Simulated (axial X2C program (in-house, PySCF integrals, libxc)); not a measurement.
CsO: from Re and ωe to a spectrum

A bond curve at the CCSD(T) level, with spin–orbit coupling, was computed with an axial X2C code built on PySCF integrals (basis Cs dyall-cv3z [15s15p9d4f1g], O dyall-av3z [7s6p3d2f] (cores contracted in-house)) for the state Ω = 1/2 (⟨Sz⟩ = 0.50, ⟨Lz⟩ = 0.00 at HF). Its fit gives Re = 2.3257 Å, ωe = 352.0 cm⁻¹, ωexe = 1.7 cm⁻¹ and αe = 1.282e-03 cm⁻¹; the masses are 132.9054 and 15.9949 u. Two-component means X2C with spin–orbit coupling and atomic mean-field Coulomb and Gaunt terms.

Correlated methods: 15 electrons correlated (number of frozen shells: Cs 4 s, 3 p, 2 d; O 1 s), 295 virtual spin orbitals or spinors in MP2, 90 natural virtuals in coupled cluster.

(1) Find the reduced mass, Be and the force constant.

(2) Estimate De from a Morse curve and compare with the computed well depth of 3.024 eV to Cs + O.

(3) A Morse curve ties αe to the other constants (Pekeris). How well does that hold?

(4) Where do the fundamental and the first overtone lie?

(5) Estimate the centrifugal constant by the Kratzer relation.

Occupations by symmetry block were frozen at the best pattern of an incomplete PBE0 search. De is counted from the lowest determinant-based energies of the atoms at the same level, without counterpoise correction. CCSD and (T) use frozen natural virtuals with an MP2 correction for the truncation; (T) itself is uncorrected, so its De runs slightly low. PBE0 can misorder states that lie within some tenths of an eV, so this need not be the ground state of the molecule. The nearest other 2c determinant of the search, Ω = 3/2, lies 0.43 eV up at the distance of the search.

Answers

(1) From the CCSD(T) values: μ = 14.2767 u. Be = 16.8576/(μ Re²) = 0.2183 cm⁻¹. k = 5.8918×10⁻⁷ μ ωe² = 1.04 mdyn/Å.

(2) De(Morse) = ωe²/(4ωexe) = 2.259 eV against 3.024 eV computed, a ratio of 0.75. The extrapolation falls short: long-range attraction (ionic or ion–induced dipole) or a change of character along the curve can cause this.

(3) αe(Morse) = 6Be²/ωe × (√(ωexe/Be) − 1) = 1.455e-03 cm⁻¹; the CCSD(T) curve gives 1.282e-03 cm⁻¹, a ratio of 1.13.

(4) ν(1←0) = ωe − 2ωexe = 348.6 cm⁻¹; ν(2←0) = 2ωe − 6ωexe = 693.8 cm⁻¹.

(5) D = 4Be³/ωe² = 3.36e-07 cm⁻¹.
